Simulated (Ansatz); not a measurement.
Ansatz (an electronic-structure program) input (CCSD(T)/def2-SVPD):

Ansatz 0.2 input:
```yaml
crystal:
  periodic: [false, false, false]
  atoms:
    - {symbol: C, position_ang: [2.05694145, -0.34758005, -0.17979980]}
    - {symbol: Sn, position_ang: [-0.15069884, -0.22201354, -0.16026862]}
    - {symbol: O, position_ang: [-0.44845182, 1.64775358, -0.76955506]}
    - {symbol: O, position_ang: [-0.77341735, -0.02343110, 1.73596647]}
    - {symbol: H, position_ang: [2.39635422, 0.06515808, -1.12655454]}
    - {symbol: H, position_ang: [2.37328770, 0.27037692, 0.65899497]}
    - {symbol: H, position_ang: [2.37559315, -1.37895804, -0.05849340]}
    - {symbol: H, position_ang: [-1.16734786, 2.07951672, -0.29307302]}
    - {symbol: H, position_ang: [-1.00964072, -0.84451600, 2.18006480]}
basis:
  gaussian:
    orbitals: def2-SVPD
magnetization: {spin_polarized: true, initial_magnetization: 1}
correlation: {method: ccsd_t, electrons: outside_noble_gas}
output: {forces: true}
```

Output:

```
Functional definition: HF
integrals: 0.59 GiB planned
1465 factors; integrals over basis functions are off by at most 1.1e-3 eV
mean field: 1.00 GiB planned
mean field evaluation 1: about -10979.4124 eV, gradient 3.8e1 eV
mean field evaluation 2: about -10979.4855 eV, gradient 3.9e1 eV
mean field evaluation 4: about -10985.7517 eV, gradient 3.1e0 eV
mean field evaluation 8: about -10985.8875 eV, gradient 1.7e-1 eV
mean field evaluation 16: about -10979.4119 eV, gradient 3.8e1 eV
mean field evaluation 32: about -10981.1936 eV, gradient 1.7e0 eV
mean field -10985.88841441 eV, -403.7239527268 hartree, gradient 2.8e-6 eV, S^2 0.771914; 0 other end points of the search recorded, 0 dependent functions left out
12 core orbitals not correlated
reference -10985.88841441 eV, -403.7239527268 hartree; 13, 12 occupied and 113, 114 virtual orbitals, 1465 factors
densities: 3.77 GiB planned
second order -17.35568985 eV of doubles, -0.00000000 eV of singles
coupled cluster: 2.17 GiB planned
cycle   1  -17.45860481 eV  change   -1.0e-1 eV  update   1.2e-1
cycle   2  -17.93341620 eV  change   -4.7e-1 eV  update   4.0e-2
cycle   3  -18.09607738 eV  change   -1.6e-1 eV  update   2.4e-2
cycle   4  -18.09901900 eV  change   -2.9e-3 eV  update   7.2e-3
cycle   5  -18.09419656 eV  change    4.8e-3 eV  update   4.0e-3
cycle   6  -18.09498012 eV  change   -7.8e-4 eV  update   1.6e-3
cycle   7  -18.09509817 eV  change   -1.2e-4 eV  update   8.1e-4
cycle   8  -18.09505927 eV  change    3.9e-5 eV  update   3.2e-4
cycle   9  -18.09515821 eV  change   -9.9e-5 eV  update   1.6e-4
cycle  10  -18.09513621 eV  change    2.2e-5 eV  update   5.8e-5
cycle  11  -18.09511221 eV  change    2.4e-5 eV  update   2.8e-5
cycle  12  -18.09513885 eV  change   -2.7e-5 eV  update   1.3e-5
cycle  13  -18.09513749 eV  change    1.4e-6 eV  update   6.3e-6
cycle  14  -18.09514277 eV  change   -5.3e-6 eV  update   3.3e-6
cycle  15  -18.09514454 eV  change   -1.8e-6 eV  update   1.4e-6
perturbative correction -0.57777299 eV, -0.0212327657 hartree
the calculation of the forces begins
Total energy: -11004.56133194 eV, -404.4101697891 hartree
Atom 0 at     2.056941    -0.347580    -0.179800 Å, force    -0.606892    -0.061818    -0.021307 eV/Å
Atom 1 at    -0.150699    -0.222014    -0.160269 Å, force     0.338049    -0.508843    -0.288431 eV/Å
Atom 2 at    -0.448452     1.647754    -0.769555 Å, force    -0.010254     0.424030    -0.220868 eV/Å
Atom 3 at    -0.773417    -0.023431     1.735966 Å, force    -0.128683     0.110790     0.336369 eV/Å
Atom 4 at     2.396354     0.065158    -1.126555 Å, force     0.213848     0.168595    -0.385109 eV/Å
Atom 5 at     2.373288     0.270377     0.658995 Å, force     0.177435     0.255658     0.325725 eV/Å
Atom 6 at     2.375593    -1.378958    -0.058493 Å, force     0.223643    -0.415522     0.049288 eV/Å
Atom 7 at    -1.167348     2.079517    -0.293073 Å, force    -0.138234     0.150274     0.043402 eV/Å
Atom 8 at    -1.009641    -0.844516     2.180065 Å, force    -0.068912    -0.123164     0.160930 eV/Å
Dipole moment:     0.053981    -0.574090    -0.020742 e Å
```

It need not be the lowest isomer of its formula.
